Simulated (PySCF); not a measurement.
## Broadened absorption spectrum of W(NMe)2(NH2)2

Compound: W(NMe)2(NH2)2, C2H10N4W (singlet state).
SMILES: `C[N]=[W]([NH2])([NH2])=[N]C`

Level of theory: TDDFT PBE0/def2-SVPD, vertical, gas phase, core orbitals frozen in the response, def2 core potentials past Kr (PySCF 2.14.0, density-fitted response routines). Geometry: PBE0-D3(BJ)/def2-SVP; no solvent, vibrations or thermal averaging. Spin–orbit coupling is left out.

Computed states:

```tsv
state	E (eV)	f
S1	4.75	0.0067
S2	4.80	0.0075
S3	4.94	0.021
S4	5.28	0.0000
S5	5.38	0.0063
S6	5.50	0.059
S7	5.52	0.0003
S8	5.62	0.0001
S9	5.77	0.0025
S10	5.90	0.0008
```

Each state is given a Gaussian of 0.4 eV full width at half maximum, with ε(max) = 2.175×10⁸ f / Δν̃ (Δν̃ the width in cm⁻¹). The width is an assumption, not a result. The curve ends short of the highest state used, and states not computed would add to its high-energy end.

(1) What does the envelope look like, and where are its maxima?

(2) Coming from long wavelengths, where does ε first pass 100 L mol⁻¹ cm⁻¹?

(3) On this curve, what absorbance would a 10⁻⁵ mol/L sample give at 266 nm over a 1 cm path?

## Answers

(1) 
```
E (eV)  ε (L mol⁻¹ cm⁻¹)
  4.15                 1
  4.18                 2
  4.21                 4
  4.23                 6
  4.26                10
  4.29                17
  4.31                24
  4.34                38
  4.37                60
  4.39                80
  4.42               119
  4.45               172
  4.47               217
  4.50               301
  4.53               406
  4.55               489
  4.58               631
  4.61               795
  4.63               914
  4.66              1104
  4.69              1302
  4.71              1433
  4.74              1623
  4.77              1794
  4.79              1893
  4.82              2011
  4.85              2088
  4.87              2112
  4.90              2110
  4.93              2060
  4.95              2004
  4.98              1893
  5.01              1762
  5.03              1671
  5.06              1542
  5.09              1439
  5.11              1394
  5.14              1375
  5.17              1425
  5.19              1502
  5.22              1685
  5.25              1947
  5.27              2160
  5.30              2527
```

Maxima: 254 nm (4.88 eV), ε about 2100, made up of S1 (16%), S2 (21%) and S3 (62%) (ε in L mol⁻¹ cm⁻¹; maxima over ε = 5, shares over 10%). At its high-energy end, 5.30 eV, the curve is still rising (ε about 2500, from S5 and S6).

(2) At about 281 nm (4.41 eV), 0.35 eV below S1.

(3) 266 nm is 4.661 eV, where ε is about 1100 L mol⁻¹ cm⁻¹, so A = ε c l ≈ 0.011 (Beer–Lambert, with the gas-phase spectrum and the assumed width).
